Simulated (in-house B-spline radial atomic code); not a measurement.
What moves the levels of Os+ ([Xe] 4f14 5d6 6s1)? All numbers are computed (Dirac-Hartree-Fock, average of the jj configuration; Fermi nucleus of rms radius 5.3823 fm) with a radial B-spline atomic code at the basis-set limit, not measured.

Baseline run (computed): total energy -17270.8584 hartree, 1s1/2 at -2732.666 hartree, 6s1/2 at -15.334 eV with <r> = 2.922 bohr.

Changing the nucleus:

```tsv
nucleus	ΔE (eV)
Fermi nucleus of rms radius 5.3909 fm, A = 186	0.224
Fermi nucleus of rms radius 5.3933 fm, A = 187	0.287
Fermi nucleus of rms radius 5.3993 fm, A = 188	0.444
Fermi nucleus of rms radius 5.4016 fm, A = 189	0.504
Fermi nucleus of rms radius 5.4062 fm, A = 190	0.624
Fermi nucleus of rms radius 5.4126 fm, A = 192	0.791
```

A larger nucleus binds the electrons less, roughly as the density at the nucleus times the change of the nuclear <r²>. The reference is A = 184.
